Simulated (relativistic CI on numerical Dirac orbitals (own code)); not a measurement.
Line list: Electric-dipole lines, Os LII

Computed by Dirac-Coulomb-Breit CI, KLI orbitals optimised for each configuration, model QED, unscaled Slater integrals (own radial code, finite nucleus).

Configuration list (outside the closed core [Ne]): 3s²3p⁶3d⁷, 3s²3p⁵3d⁸, 3s²3p⁴3d⁹, 3s3p⁶3d⁸, 3p⁶3d⁹, 3s3p⁵3d⁹, 3s²3p⁶3d⁶4s, 3s²3p⁶3d⁶4p, 3s²3p⁴3d⁸4s, 3s²3p⁶3d⁶4d, 3s²3p⁴3d⁸4p, 3s²3p⁵3d⁷4s, 3s²3p⁶3d⁶4f, 3s²3p⁴3d⁸4d, 3s3p⁵3d⁸4s, 3s²3p⁵3d⁷4p, 3s3p⁵3d⁸4p, 3s²3p⁵3d⁷4d, 3s²3p⁶3d⁵4s², 3s3p⁵3d⁸4d, 3s3p⁶3d⁷4s, 3p⁶3d⁸4s, 3s²3p⁵3d⁷4f, 3s²3p⁶3d⁵4s4p, 3p⁶3d⁸4p, 3s²3p⁶3d⁶5s, 3s3p⁶3d⁷4p, 3s²3p⁶3d⁵4p², 3s²3p⁶3d⁶5p, 3p⁶3d⁸4d, 3s²3p⁵3d⁶4s², 3s²3p⁶3d⁶5d, 3s²3p⁶3d⁶5f, 3s3p⁶3d⁶4s², 3s²3p⁵3d⁷5s, 3s²3p⁶3d⁶6s. Levels of other configurations are missing.

| λ vac (nm) | Lower | Upper | A (s⁻¹) | gf | Branching (%) |
| --- | --- | --- | --- | --- | --- |
| 0.54683 | 3s²3p⁶3d⁷ ⁴F9/2 [1] | 3s²3p⁵3d⁷4s ²G°9/2 [380] | 1.56e+13 | 7.02e-01 | 95.6 |
| 0.54796 | 3s²3p⁶3d⁷ ⁴F9/2 [1] | 3s²3p⁵3d⁷4s ⁴G°11/2 [376] | 8.95e+12 | 4.84e-01 | 95.0 |
| 0.54829 | 3s²3p⁶3d⁷ ²D5/2 [3] | 3s²3p⁵3d⁷4s ²F°7/2 [392] | 2.16e+13 | 7.80e-01 | 95.5 |
| 0.54949 | 3s²3p⁶3d⁷ ⁴F9/2 [1] | 3s²3p⁵3d⁷4s ⁴G°11/2 [369] | 2.02e+13 | 1.10e+00 | 98.2 |
| 0.59947 | 3s²3p⁶3d⁷ ⁴F9/2 [1] | 3s²3p⁶3d⁶4p ⁴F°9/2 [213] | 8.76e+12 | 4.72e-01 | 94.5 |
| 0.61251 | 3s²3p⁶3d⁷ ⁴F9/2 [1] | 3s²3p⁶3d⁶4p ²H°11/2 [193] | 9.82e+12 | 6.63e-01 | 99.2 |
| 1.6345 | 3s²3p⁶3d⁷ ²H9/2 [15] | 3s²3p⁵3d⁸ ²F°7/2 [63] | 5.10e+12 | 1.63e+00 | 60.3 |
| 1.6525 | 3s²3p⁶3d⁷ ⁴F9/2 [5] | 3s²3p⁵3d⁸ ²G°9/2 [50] | 1.95e+12 | 7.97e-01 | 24.2 |
| 1.6720 | 3s²3p⁶3d⁷ ²H11/2 [9] | 3s²3p⁵3d⁸ ²G°9/2 [50] | 5.48e+12 | 2.30e+00 | 68.1 |
| 1.6723 | 3s²3p⁶3d⁷ ²F7/2 [10] | 3s²3p⁵3d⁸ ²F°5/2 [52] | 4.38e+12 | 1.10e+00 | 56.8 |
| 1.6761 | 3s²3p⁵3d⁸ ²H°11/2 [35] | 3s²3p⁴3d⁹ ²G9/2 [93] | 6.23e+12 | 2.62e+00 | 67.3 |
| 1.6787 | 3s²3p⁶3d⁷ ⁴F9/2 [5] | 3s²3p⁵3d⁸ ⁴D°7/2 [49] | 2.12e+12 | 7.15e-01 | 31.1 |
| 1.9956 | 3s²3p⁵3d⁸ ⁴G°11/2 [20] | 3s3p⁶3d⁸ ⁴F9/2 [76] | 3.61e+12 | 2.16e+00 | 64.6 |
| 2.5986 | 3s²3p⁶3d⁷ ⁴F9/2 [1] | 3s²3p⁵3d⁸ ⁴D°7/2 [25] | 2.27e+12 | 1.84e+00 | 89.9 |
| 2.6217 | 3s²3p⁶3d⁷ ⁴F7/2 [4] | 3s²3p⁵3d⁸ ⁴D°5/2 [37] | 1.28e+12 | 7.91e-01 | 66.7 |
| 2.6248 | 3s²3p⁶3d⁷ ⁴F9/2 [5] | 3s²3p⁵3d⁸ ²G°7/2 [38] | 1.93e+12 | 1.59e+00 | 80.7 |
| 2.6526 | 3s²3p⁶3d⁷ ²D5/2 [3] | 3s²3p⁵3d⁸ ²P°3/2 [28] | 1.63e+12 | 6.88e-01 | 71.2 |
| 2.6637 | 3s²3p⁶3d⁷ ²H11/2 [9] | 3s²3p⁵3d⁸ ²G°9/2 [40] | 1.66e+12 | 1.76e+00 | 79.1 |
| 2.7000 | 3s²3p⁶3d⁷ ²D5/2 [3] | 3s²3p⁵3d⁸ ²D°5/2 [27] | 1.17e+12 | 7.67e-01 | 84.2 |
| 2.7490 | 3s²3p⁶3d⁷ ⁴F9/2 [1] | 3s²3p⁵3d⁸ ⁴F°9/2 [23] | 1.15e+12 | 1.31e+00 | 95.7 |

Terms are leading LS components. Brackets give the number of a level in order of energy, since labels repeat. The list gives strong lines, with weight on those to low levels, without lines whose two gauges differ by over a factor of 2.5, among the lowest 400 of 9866 levels, so that lines to higher ones, which can be the strongest, are missing. Levels whose partners in the same complex of configurations lie outside the list can be far off, and so can their lines. Rates are taken at the computed energies, electric ones in the length gauge.

At this charge energies of transitions that change n are usually good to better than 1 %, and those within a shell (Δn = 0) to a few per cent.

LS names give the leading component of a level, which can be under half, so a name can repeat, a term be missing and a line seem to break the LS rules.
